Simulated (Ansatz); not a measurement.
Nudged elastic band run: BF₄H₄N

The input (input.yaml):

```yaml
crystal:
  periodic: [false, false, false]
  atoms:
    - { symbol: B, position_ang: [0.085016, -0.984097, 0.238665] }
    - { symbol: "N", position_ang: [-0.872784, 0.274223, -0.248021] }
    - { symbol: F, position_ang: [0.569978, -1.542149, -0.907143] }
    - { symbol: F, position_ang: [-0.700541, -1.795472, 1.000587] }
    - { symbol: H, position_ang: [1.579678, 1.015226, 0.275462] }
    - { symbol: F, position_ang: [1.100885, -0.359418, 0.999659] }
    - { symbol: H, position_ang: [-0.260139, 1.067013, -0.503028] }
    - { symbol: F, position_ang: [1.434902, 1.757374, -0.299704] }
    - { symbol: H, position_ang: [-1.433522, -0.000818, -1.057868] }
    - { symbol: H, position_ang: [-1.503474, 0.568216, 0.501692] }
basis:
  gaussian: { orbitals: def2-SVP }
hamiltonian:
  xc: b3lyp
  dispersion: d4
neb:
  order_check: false
  images: 9
  f_tol: 0.05
  max_iterations: 60
  spring: 0.1
  final_atoms:
    - { symbol: B, position_ang: [0.10222442, -0.99603003, 0.18220978] }
    - { symbol: "N", position_ang: [-0.83340596, 0.25139929, -0.37193255] }
    - { symbol: F, position_ang: [-0.20904628, -2.079394, -0.58207614] }
    - { symbol: F, position_ang: [-0.18618295, -1.11020898, 1.50951464] }
    - { symbol: H, position_ang: [1.56552597, 1.02499788, 0.32280471] }
    - { symbol: F, position_ang: [1.42613855, -0.55099261, -0.04014967] }
    - { symbol: H, position_ang: [-0.38553843, 1.1414276, -0.09647472] }
    - { symbol: F, position_ang: [1.20766391, 1.89790743, 0.43300321] }
    - { symbol: H, position_ang: [-0.91706911, 0.22335863, -1.39084185] }
    - { symbol: H, position_ang: [-1.77031113, 0.19763279, 0.0342436] }
  initial_path:
    images:
      - { positions_ang: [[0.085016, -0.984097, 0.238665], [-0.872784, 0.274223, -0.248021], [0.569978, -1.542149, -0.907143], [-0.700541, -1.795472, 1.000587], [1.579678, 1.015226, 0.275462], [1.100885, -0.359418, 0.999659], [-0.260139, 1.067013, -0.503028], [1.434902, 1.757374, -0.299704], [-1.433522, -0.000818, -1.057868], [-1.503474, 0.568216, 0.501692]] }
      - { positions_ang: [[0.0736349, -1.00636365, 0.23235794], [-0.88057932, 0.28344437, -0.27557852], [0.46545576, -1.64963102, -0.85809268], [-0.60830185, -1.70031099, 1.09585629], [1.56655065, 0.97038973, 0.27890219], [1.1923724, -0.36799159, 0.83731242], [-0.22979173, 1.11998623, -0.41140904], [1.33661074, 1.77436449, -0.1901748], [-1.35067772, 0.05171421, -1.12407932], [-1.56527484, 0.52449622, 0.41520654]] }
      - { positions_ang: [[0.06225381, -1.0286303, 0.22605088], [-0.88837464, 0.29266575, -0.30313604], [0.36093353, -1.75711304, -0.80904235], [-0.51606269, -1.60514998, 1.19112557], [1.55342329, 0.92555345, 0.28234237], [1.28385979, -0.37656517, 0.67496583], [-0.19944445, 1.17295946, -0.31979009], [1.23831949, 1.79135498, -0.08064561], [-1.26783344, 0.10424642, -1.19029064], [-1.62707568, 0.48077644, 0.32872108]] }
      - { positions_ang: [[0.05087271, -1.05089695, 0.21974382], [-0.89616996, 0.30188712, -0.33069356], [0.25641129, -1.86459507, -0.75999203], [-0.42382354, -1.50998896, 1.28639486], [1.54029594, 0.88071718, 0.28578256], [1.37534719, -0.38513876, 0.51261925], [-0.16909718, 1.22593269, -0.22817113], [1.14002823, 1.80834547, 0.02888359], [-1.18498916, 0.15677863, -1.25650196], [-1.68887652, 0.43705666, 0.24223563]] }
      - { positions_ang: [[0.03949161, -1.07316361, 0.21343675], [-0.90396529, 0.31110849, -0.35825108], [0.15188906, -1.97207709, -0.71094171], [-0.33158438, -1.41482795, 1.38166415], [1.52716858, 0.8358809, 0.28922274], [1.46683459, -0.39371234, 0.35027266], [-0.1387499, 1.27890592, -0.13655218], [1.04173697, 1.82533595, 0.13841278], [-1.10214487, 0.20931084, -1.32271328], [-1.75067736, 0.39333688, 0.15575017]] }
      - { positions_ang: [[0.02811052, -1.09543026, 0.20712969], [-0.91176061, 0.32032986, -0.38580861], [0.04736682, -2.07955911, -0.66189138], [-0.23934523, -1.31966694, 1.47693343], [1.51404123, 0.79104463, 0.29266293], [1.55832198, -0.40228593, 0.18792608], [-0.10840263, 1.33187915, -0.04493322], [0.94344571, 1.84232644, 0.24794198], [-1.01930059, 0.26184305, -1.3889246], [-1.8124782, 0.3496171, 0.06926471]] }
      - { positions_ang: [[0.0429333, -1.07555021, 0.20214571], [-0.89608968, 0.30654375, -0.38303339], [-0.0039158, -2.07952609, -0.64592833], [-0.22871277, -1.27777535, 1.48344967], [1.52433818, 0.83783528, 0.29869128], [1.5318853, -0.43202726, 0.14231093], [-0.16382979, 1.29378884, -0.05524152], [0.99628935, 1.85344264, 0.28495422], [-0.9988543, 0.25414616, -1.38930805], [-1.80404479, 0.31922024, 0.06226049]] }
      - { positions_ang: [[0.05775608, -1.05567017, 0.19716173], [-0.88041875, 0.29275763, -0.38025818], [-0.05519842, -2.07949307, -0.62996528], [-0.21808032, -1.23588376, 1.48996591], [1.53463513, 0.88462593, 0.30471964], [1.50544861, -0.4617686, 0.09669578], [-0.21925695, 1.25569853, -0.06554982], [1.04913299, 1.86455884, 0.32196647], [-0.978408, 0.24644928, -1.3896915], [-1.79561137, 0.28882338, 0.05525626]] }
      - { positions_ang: [[0.07257886, -1.03579012, 0.19217775], [-0.86474782, 0.27897152, -0.37748297], [-0.10648104, -2.07946004, -0.61400224], [-0.20744786, -1.19399216, 1.49648216], [1.54493207, 0.93141658, 0.31074799], [1.47901192, -0.49150994, 0.05108063], [-0.27468411, 1.21760822, -0.07585812], [1.10197663, 1.87567503, 0.35897872], [-0.9579617, 0.2387524, -1.39007495], [-1.78717796, 0.25842652, 0.04825204]] }
      - { positions_ang: [[0.08740164, -1.01591008, 0.18719376], [-0.84907689, 0.26518541, -0.37470776], [-0.15776366, -2.07942702, -0.59803919], [-0.19681541, -1.15210057, 1.5029984], [1.55522902, 0.97820723, 0.31677635], [1.45257523, -0.52125128, 0.00546548], [-0.33011127, 1.17951791, -0.08616642], [1.15482027, 1.88679123, 0.39599096], [-0.9375154, 0.23105551, -1.3904584], [-1.77874454, 0.22802965, 0.04124782]] }
      - { positions_ang: [[0.10222442, -0.99603003, 0.18220978], [-0.83340596, 0.25139929, -0.37193255], [-0.20904628, -2.079394, -0.58207614], [-0.18618295, -1.11020898, 1.50951464], [1.56552597, 1.02499788, 0.32280471], [1.42613855, -0.55099261, -0.04014967], [-0.38553843, 1.1414276, -0.09647472], [1.20766391, 1.89790743, 0.43300321], [-0.91706911, 0.22335863, -1.39084185], [-1.77031113, 0.19763279, 0.0342436]] }
```

Launched with:

```bash
$ ansatz run input.yaml --threads 2 --pin off --max-ram 3072MiB --backend cpu --events-out ev --progress --plain --runs-dir out
```

Output, in part (warnings, iteration lines, the closing report on the highest movable image, with atoms numbered from 0):

```
NEB end point (image 0): max|allowed force component| = 2.150e-2 eV/Å (the criterion of neb.relax_end_points is 1.000e-2)
NEB end point (image 10): max|allowed force component| = 5.732e-3 eV/Å (the criterion of neb.relax_end_points is 1.000e-2)
NEB iter   1: max|band force component| = 4.376e0 eV/Å  barrier→ = 1.5385 eV  barrier← = 1.5385 eV  Δτ_max = 0.1207 Å  (279 SCF iters)
NEB iter   2: max|band force component| = 2.644e0 eV/Å  barrier→ = 0.9792 eV  barrier← = 0.9793 eV  Δτ_max = 0.1869 Å  (261 SCF iters)
NEB iter   3: max|band force component| = 2.889e0 eV/Å  barrier→ = 0.7442 eV  barrier← = 0.7442 eV  Δτ_max = 0.0920 Å  (280 SCF iters)
NEB iter   4: max|band force component| = 1.378e0 eV/Å  barrier→ = 0.4497 eV  barrier← = 0.4497 eV  Δτ_max = 0.1870 Å  (261 SCF iters)
NEB iter   5: max|band force component| = 8.637e0 eV/Å  barrier→ = 0.9577 eV  barrier← = 0.9578 eV  Δτ_max = 0.0922 Å  (269 SCF iters)
NEB iter   6: max|band force component| = 9.028e-1 eV/Å  barrier→ = 0.1274 eV  barrier← = 0.1274 eV  Δτ_max = 0.1439 Å  (264 SCF iters)
NEB iter   7: max|band force component| = 8.050e-1 eV/Å  barrier→ = 0.0595 eV  barrier← = 0.0595 eV  Δτ_max = 0.1069 Å  (257 SCF iters)
NEB iter   8: max|band force component| = 4.095e-1 eV/Å  barrier→ = 0.0324 eV  barrier← = 0.0324 eV  CI = image 5  Δτ_max = 0.0261 Å  (256 SCF iters)
NEB iter   9: max|band force component| = 1.512e-1 eV/Å  barrier→ = 0.0254 eV  barrier← = 0.0254 eV  CI = image 4  Δτ_max = 0.0332 Å  (247 SCF iters)
NEB iter  10: max|band force component| = 4.927e-2 eV/Å  barrier→ = 0.0248 eV  barrier← = 0.0248 eV  CI = image 4  Δτ_max = 0.0000 Å  (492 SCF iters)
Total energy: -13095.48822918 eV, -481.2503159816 hartree
Atom 0 at     0.087562    -1.028396     0.207026 Å, force     0.017915    -0.013420    -0.001177 eV/Å
Atom 1 at    -0.831066     0.259172    -0.303040 Å, force    -0.006414     0.003808    -0.000306 eV/Å
Atom 2 at     0.161452    -1.878273    -0.857317 Å, force    -0.004540     0.000004    -0.002533 eV/Å
Atom 3 at    -0.545341    -1.525215     1.308266 Å, force    -0.006988    -0.001995     0.002270 eV/Å
Atom 4 at     1.571143     1.097912     0.304663 Å, force    -0.001187    -0.003851    -0.008932 eV/Å
Atom 5 at     1.349978    -0.479056     0.529486 Å, force    -0.000577     0.006989     0.006514 eV/Å
Atom 6 at    -0.271333     1.129314    -0.290343 Å, force    -0.000885     0.003804    -0.005902 eV/Å
Atom 7 at     1.284122     1.965662     0.043209 Å, force     0.006945     0.006224     0.006614 eV/Å
Atom 8 at    -1.166472     0.088153    -1.253690 Å, force     0.001980    -0.002270    -0.003876 eV/Å
Atom 9 at    -1.640045     0.370825     0.312042 Å, force    -0.006249     0.000707     0.007329 eV/Å
Dipole moment:    -0.670997     0.583197    -0.302553 e Å
```

The run converged. Another band between the same ends (9 images) ends at a top of the same energy, where a vibrational analysis finds no clearly imaginary modes.

Final band:

```csv
image,path coordinate (Å),energy (eV)
0,0.00,0.000
1,0.30,0.004
2,0.59,0.014
3,0.86,0.022
4,1.12,0.025
5,1.33,0.024
6,1.53,0.020
7,1.71,0.015
8,1.90,0.008
9,2.10,0.003
10,2.31,0.000
```

The run took 4.1 min on 2 threads of Arm Neoverse V1 (shared host), peak memory 0.23 GiB.
